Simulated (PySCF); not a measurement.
## Molecular orbitals of SiSb⁺

ωB97X-V at R = 2.526 Å; basis Si def2-TZVPPD, Sb def2-TZVPPD with ECP28; scalar-relativistic core potentials; PySCF 2.14. State: ³Σ⁻ (triplet), unpaired electrons π ↑↑. Only the outer orbitals are listed, counted within each symmetry, core potentials removing the inner ones.

| spin | orbital | occ. | ε (eV) | on Si (%) | main shells (%) |
| --- | --- | --- | --- | --- | --- |
| α | 7σ | 1 | -25.03 | 30 | 67 Sb s, 24 Si s |
| α | 8σ | 1 | -20.31 | 67 | 67 Si s, 28 Sb s |
| α | 9σ | 1 | -14.61 | 53 | 44 Si p, 43 Sb p |
| α | 4π | 1 | -14.58 | 27 | 70 Sb p, 24 Si p |
| α | 4π | 1 | -14.58 | 27 | 70 Sb p, 24 Si p |
| α | 5π | 0 | -6.64 | 72 | 72 Si p, 26 Sb p |
| α | 5π | 0 | -6.64 | 72 | 72 Si p, 26 Sb p |
| α | 10σ | 0 | -3.45 | 53 | 32 Si p, 27 Sb p, 14 Si s |
| β | 7σ | 1 | -23.48 | 39 | 58 Sb s, 32 Si s |
| β | 8σ | 1 | -19.67 | 62 | 62 Si s, 33 Sb s |
| β | 9σ | 1 | -14.35 | 53 | 46 Si p, 42 Sb p |
| β | 4π | 0 | -7.81 | 46 | 53 Sb p, 44 Si p |
| β | 4π | 0 | -7.81 | 46 | 53 Sb p, 44 Si p |
| β | 5π | 0 | -5.50 | 55 | 54 Si p, 43 Sb p |

Question: Which are the highest filled and the lowest empty level, where do they sit, and how wide is the gap?

Answer: Highest filled β 9σ at -14.35 eV (in %: 46 Si p, 42 Sb p); lowest empty β 4π at -7.81 eV (in %: 53 Sb p, 44 Si p); the gap at ωB97X-V is 6.54 eV.

* bond order (Mayer): 1.65
* ⟨S²⟩: 2.003
* charge on Si (Mulliken, basis-dependent): 0.41
* charge on Si (Löwdin, basis-dependent): 0.42
* dipole moment (positive dipole points towards Sb; it is taken about the centre of mass and depends on that origin): -3.58 D

Spin–orbit coupling is left out. The state was picked by a PBE0 search and need not be the measured ground state.
